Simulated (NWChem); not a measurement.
Species: C₃H₅O₂, doublet; SMILES CCO[C]=O

Results from NWChem. Pople sets run with spherical d functions. Spin-unrestricted. No stability test was run on the SCF state. Level B3LYP/6-31G*: optimisations from one semi-empirical or force-field start; each run changes one setting, and all end within 0.3 mHa of each other. One conformer.

```
setting                                             optimisation steps
--------------------------------------------------  ------------------
redundant internal coordinates, default thresholds                  11
tight thresholds                                                    35
no line search                                                      11
Cartesian coordinates                                               18
```
